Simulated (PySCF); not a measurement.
Compound: C₅H₄O₃.
Bonds: O1–C2 (double), C2–C3, C3–C4 (double), C4–C5, C5–C6, C6–O7 (double), C6–O8, C3–O8. Hydrogens: H9 on C2; H10 on C4; H11, H12 on C5.

Method: CAM-B3LYP/def2-SV(P) geometry optimisation, gas phase (PySCF 2.14.0); density fitting, grid level 1; the optimiser is geomeTRIC in internal coordinates, started from a GFN2-xTB structure.

Step 0: E = -11376.6935 eV
```
atom  x, y, z in Å  |  force x, y, z in eV/Å
O1      2.9574   -0.2694   -0.6959   -0.088  -0.083   0.002
C2      2.1565    0.5229   -0.2758    0.194   0.014  -0.038
C3      0.7358    0.2312   -0.0789   -0.753  -0.697  -0.070
C4      0.0524   -0.9029   -0.3037    0.239   0.530   0.121
C5     -1.3673   -0.6720    0.0618    0.426   0.324   0.014
C6     -1.3420    0.7801    0.5239   -0.872   0.000   0.176
O7     -2.2427    1.4492    0.9244    0.327  -0.051  -0.087
O8     -0.0669    1.2400    0.4106    0.446   0.301   0.013
H9      2.4292    1.5555    0.0024    0.228   0.382   0.074
H10     0.4645   -1.8167   -0.6831    0.368  -0.520  -0.243
H11    -1.7198   -1.3227    0.8647   -0.193  -0.199   0.319
H12    -2.0558   -0.7959   -0.7766   -0.321  -0.001  -0.282
```

Problem. Estimate the geometry and energy of step 1. (The exact step hangs on the optimiser's Hessian estimate; all steps are aligned on step 0, rigid shifts and turns removed.)

Solution. E = -11376.7279 eV, largest force 0.198 eV/Å
```
atom  x, y, z in Å  |  force x, y, z in eV/Å
O1      2.9451   -0.2873   -0.6672    0.011   0.027  -0.019
C2      2.1578    0.5295   -0.2703   -0.009  -0.053   0.018
C3      0.7242    0.2241   -0.0744    0.099   0.170  -0.024
C4      0.0589   -0.9070   -0.3177   -0.010  -0.110  -0.007
C5     -1.3668   -0.6728    0.0595   -0.106  -0.131   0.009
C6     -1.3588    0.7761    0.5283    0.153   0.109  -0.045
O7     -2.2428    1.4605    0.9229   -0.063  -0.006   0.027
O8     -0.0638    1.2393    0.4185   -0.072  -0.058   0.030
H9      2.4543    1.5765   -0.0192   -0.015  -0.028  -0.005
H10     0.5013   -1.8210   -0.7148   -0.017   0.048   0.029
H11    -1.7224   -1.3241    0.8795   -0.001   0.024  -0.038
H12    -2.0857   -0.7944   -0.7711    0.029   0.008   0.024
```

The energy changes by -0.0344 eV. The first-order estimate −F·Δx gives -0.0790 eV and the mean of the old and new forces, exact on a quadratic surface, -0.0343 eV. The step makes an angle of 63° with the force vector and moves no atom by more than 0.049 Å.

The cost below is that of the whole optimisation. On one thread of an AMD EPYC 9R45, no GPU, on a shared host, this took 28 s wall and 0.60 GiB of memory at its peak.
